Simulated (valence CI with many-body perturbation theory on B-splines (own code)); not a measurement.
## Questions on Re⁷⁰⁺

Level of theory: valence CI with perturbative core correlation (CI+MBPT): three valence electrons over a frozen Dirac-Fock core [He], a basis of 9 s, 9 p, 8 d, 6 f, 3 g, 1 h functions for each j, with the one-electron correlation potential Σ1 (screened to all orders), the two-electron term Σ2, the three-electron term Σ3, Breit, model QED; selected single and double excitations, second order for the rest, scaled by the run's own slope (own B-spline code, finite nucleus).

No measured spectrum was set against this ion. As an estimate, large intervals hold to a few tenths of a per cent, small ones and those within an open d or f shell to about a per cent.

Levels are named by their leading jj configuration (3d3/2^4 stands for four electrons in 3d with j = 3/2), which in mixed levels can hold well under half, so a name can repeat and another be missing.

Rates and lifetimes use the calculated energies. Strong lines usually hold to 10 to 20 %, long lifetimes can be off by a factor of two.

What is the ground level?

(2s^2 2p1/2) J=1/2, composition 100 % 2s²2p ²P°, g = 0.614.

Name the longest-lived excited levels whose lifetime is computed, and their main decay.

(2s 2p1/2 2p3/2) J=5/2 at 14457 × 10³ cm⁻¹ lives 110 ps, mostly by E1 to (2s^2 2p3/2) J=3/2; (2s 2p1/2^2) J=1/2 at 2239.8 × 10³ cm⁻¹ lives 38.3 ps, mostly by E1 to (2s^2 2p1/2) J=1/2; (2s^2 2p3/2) J=3/2 at 12547 × 10³ cm⁻¹ lives 16.5 ps, mostly by E1 to (2s 2p1/2^2) J=1/2.

What are the static dipole polarisabilities of the lowest levels?

(2s^2 2p1/2) J=1/2 0.000142 bohr³, of which the core gives 2.05e-07.

Among levels below 98491 × 10³ cm⁻¹, which E1 lines absorb most strongly from the ground level?

to (2s^2 3d3/2) J=3/2 at 0.1071 nm, f = 0.553; to (2s 2p1/2 3p1/2) J=3/2 at 0.1101 nm, f = 0.197; to (2s 2p1/2 2p3/2) J=3/2 at 0.6635 nm, f = 0.176.

Where does the other parity begin?

At (2s 2p1/2^2) J=1/2, 2239.8 × 10³ cm⁻¹.
